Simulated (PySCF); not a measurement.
(trifluorovinyl)benzene, C8H5F3.
Atom-mapped SMILES: `[F:1][C:2]([F:3])=[C:4]([F:5])[c:6]1[cH:7][cH:8][cH:9][cH:10][cH:11]1` (hydrogens: H12 on C7; H13 on C8; H14 on C9; H15 on C10; H16 on C11)

The calculation used PySCF 2.14.0, PBE0-D3(BJ)/def2-SVP geometry optimisation, gas phase.

(1) List the bond lengths, angles and torsions at this level.

Answers

(1) 
```tsv
bond	length (Å)	order
F1–C2	1.306	single
C2–F3	1.311	single
C2=C4	1.341	double
C4–F5	1.340	single
C4–C6	1.462	single
C6–C7, C6–C11	1.405	aromatic
C7–C8, C10–C11	1.391	aromatic
C8–C9, C9–C10	1.394	aromatic
C7–H12, C11–H16	1.090	single
C8–H13, C10–H15	1.093	single
C9–H14	1.092	single
```

Bonds in one row agree within 0.01 Å and their mean is given. Orders are formal, as drawn. A selection of angles:
```tsv
angle	degrees
F1–C2–F3	111.9
F1–C2–C4	123.5
F3–C2–C4	124.6
C2–C4–F5	115.4
C2–C4–C6	128.9
F5–C4–C6	115.7
C4–C6–C7	118.0
C4–C6–C11	123.3
C7–C6–C11	118.7
C6–C7–C8	120.6
C7–C8–C9	120.4
C8–C9–C10	119.3
C9–C10–C11	120.7
C6–C11–C10	120.3
```

Torsions: F1–C2–C4–F5 -1° (synperiplanar); C2–C4–C6–C7 174° (antiperiplanar). The mirror-image conformer, all signs reversed, is as good.

The 6-membered ring C6–C7–C8–C9–C10–C11 has internal angles of 118.7° to 120.7°; it is planar, 0.00 Å rms from its mean plane, widest ring torsion 0°. The C–C distances run from 1.341 Å (C2=C4, drawn double) to 1.462 Å (C4–C6, drawn single), a spread of 0.121 Å. The 3 C–F bonds span 1.306 Å (F1–C2, drawn single) to 1.340 Å (C4–F5, drawn single), a spread of 0.034 Å. Of the pairs four or more bonds apart, F3···H16 is among the closest relative to their van der Waals radii: 2.24 Å, 84 % of the sum of Bondi's values.

Point group: near Cs, missed by 0.32 Å at most; the miss may be what the optimiser left on a soft mode. No PBE0-D3(BJ)/def2-SVP frequencies stand behind this structure, so it isn't proved a minimum. The numbers are those of one conformer.

The run took 1.8 min on one thread, Arm Neoverse V1 (aarch64), shared host with 32 logical CPUs at a one-minute load of 19, and the process peaked at 0.82 GiB of memory. That covers the optimisation of the geometry.
